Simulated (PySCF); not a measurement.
Compound: CH10BSbSi.
Z-matrix (Å and degrees, PBE0-D3(BJ)/def2-SVP geometry), rows numbered from 1:
```
Si
C   1  1.8830
B   2  1.6003  1  108.38
Sb  3  2.3568  2  108.20  1   179.92
H   1  1.4998  2  111.24  3  -179.72
H   1  1.4965  2  110.95  3    60.41
H   1  1.4965  2  110.96  3   -59.87
H   2  1.1039  1  106.47  3   122.66
H   2  1.1038  1  106.50  3  -122.75
H   3  1.2215  2  117.68  1   -70.86
H   3  1.2215  2  117.62  1    70.79
H   4  1.7030  3  120.52  2   -60.17
H   4  1.7004  3  120.54  2   179.59
H   4  1.7030  3  120.57  2    59.34
```

Method: PBE0-D3(BJ)/def2-SVP geometry optimisation, gas phase, def2 core potentials past Kr (PySCF 2.14.0).

Masses are those of the commonest isotopes; rigid-rotor values at the optimised geometry. The values belong to one conformer with, in the numbering `[SiH3:1][CH2:2][BH2-:3][SbH3+:4]`, Si1–C2–B3–Sb4 180°.

Give the principal moments of inertia and the rotational constants in cm⁻¹.

Ia = 32.29, Ib = 720.13, Ic = 732.62 u·Å²; 505379 MHz·u·Å²/I gives 15650, 701.8 and 689.8 MHz, that is A = 0.52204, B = 0.02341, C = 0.02301 cm⁻¹.

What kind of rotor is it?

A near-prolate asymmetric top: κ = (2 × 701.8 − 15650 − 689.8)/(15650 − 689.8) = -1.00.

Is it planar, by Δ = Ic − Ia − Ib?

Not planar: Δ = Ic − Ia − Ib = -19.80 u·Å². For a rigid frame Δ = −2 Σ m c², so Σ m c² = 9.90 u·Å² lies off the ab plane, practically all of it from hydrogen. The atom farthest from that plane is 1.27 Å away.

Give the coordinates in the principal-axis frame, origin at the centre of mass.

The sense of each axis is arbitrary; atoms in the order of the calculation.
| atom | mass (u) | a (Å) | b (Å) | c (Å) |
| --- | --- | --- | --- | --- |
| Si1 | 27.977 | 3.732 | -0.022 | 0.000 |
| C2 | 12.000 | 1.942 | 0.563 | -0.001 |
| B3 | 11.009 | 0.991 | -0.724 | -0.001 |
| Sb4 | 120.904 | -1.247 | 0.016 | 0.000 |
| H5 | 1.008 | 4.683 | 1.138 | 0.007 |
| H6 | 1.008 | 4.027 | -0.845 | -1.214 |
| H7 | 1.008 | 4.022 | -0.854 | 1.210 |
| H8 | 1.008 | 1.822 | 1.204 | 0.890 |
| H9 | 1.008 | 1.823 | 1.204 | -0.892 |
| H10 | 1.008 | 0.939 | -1.392 | -1.022 |
| H11 | 1.008 | 0.940 | -1.390 | 1.022 |
| H12 | 1.008 | -1.839 | 0.980 | 1.273 |
| H13 | 1.008 | -2.527 | -1.104 | -0.010 |
| H14 | 1.008 | -1.835 | 0.997 | -1.261 |

Which types of transition are allowed, and where do some lines up to J = 2 fall?

The dipole components are |μa| = 3.68 D, |μb| = 1.35 D, |μc| = 0.00 D; the mirror of this Cs structure is the ab plane, so μc vanishes by symmetry and there are no c-type lines. Intensities carry the squares of the components, which stand as 1.00 : 0.14 (a : b). Some lines, for components of 0.1 D or more:

| type | branch | J(Ka,Kc) | MHz | lower level (cm⁻¹) |
| --- | --- | --- | --- | --- |
| a | R | 1(0,1) ← 0(0,0) | 1392 | 0.000 |
| a | R | 2(1,2) ← 1(1,1) | 2771 | 0.545 |
| a | R | 2(0,2) ← 1(0,1) | 2783 | 0.046 |
| a | R | 2(1,1) ← 1(1,0) | 2795 | 0.545 |
| b | Q | 1(1,0) ← 1(0,1) | 14960 | 0.046 |
| b | Q | 2(1,1) ← 2(0,2) | 14972 | 0.139 |
| b | R | 1(1,1) ← 0(0,0) | 16340 | 0.000 |
| b | R | 2(1,2) ← 1(0,1) | 17720 | 0.046 |
| b | Q | 2(2,0) ← 2(1,1) | 44845 | 0.639 |
| b | Q | 2(2,1) ← 2(1,2) | 44881 | 0.637 |
| b | R | 2(2,1) ← 1(1,0) | 47641 | 0.545 |
| b | R | 2(2,0) ← 1(1,1) | 47653 | 0.545 |

Estimate the classical rotational partition function at 10 K, 50 K and 500 K.

Point group Cs, symmetry number σ = 1; q = (√π/σ)·√((kT/h)³/(ABC)), k/h = 20836.6 MHz/K: 1940 at 10 K, 21700 at 50 K, 685000 at 500 K.

Not checked by PBE0-D3(BJ)/def2-SVP frequencies. These are rigid-rotor constants of the computed structure; measured ground-state constants (B0) also hold zero-point vibration. A rigid rotor knows nothing of internal rotation, which can split or shift real lines. Quadrupole hyperfine structure (11B) is left out.

The run took 73 s of wall time on one thread of an Arm Neoverse V1, on a shared host, and the process peaked at 0.52 GiB of memory. These figures are those of the optimisation.
